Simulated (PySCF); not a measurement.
Cost against size for one kind of job: PySCF 2.14.0, density-fitted response routines, GIAO PBE0/pcSseg-1 NMR shielding, non-relativistic, gas phase; work: shieldings, charges and field gradients. Hardware: Arm Neoverse V1, one thread (shared host). The host was shared with other jobs, so the times are rough.

```
            species (SMILES)  atoms  electrons  basis functions  SCF cycles  wall time
              C=C[CH2][AlH2]     11         38              110          12          ?
             C=CC#CC(=O)[O-]     10         50              134          16          ?
             C#CC#CC#CC#CC#N     11         62              175          15       24 s
          C/C=N\N=C\C(C)(C)C     23         70              223          14       47 s
C=[P@@](C)(/C=C/C)C(F)=C(F)F     21         94              244          15       64 s
```

Question: Estimate the withheld figures.

Answer: `C=C[CH2][AlH2]`: 7.6 s; `C=CC#CC(=O)[O-]`: 11 s.

Question: With all rows, how does the wall time grow with the number of basis functions N?

Answer: A straight line through log(time) against log(N) has slope 2.7 between N = 110 and 244, and the rows scatter about it by a factor of about 1.1 (standard error of the fit). This is a fit to these rows, whose iteration counts differ, not the method's formal scaling.

Question: Which species took longest, and how many times the shortest run?

Answer: `C=[P@@](C)(/C=C/C)C(F)=C(F)F`, at 64 s: about 8.4 times the shortest (7.6 s).
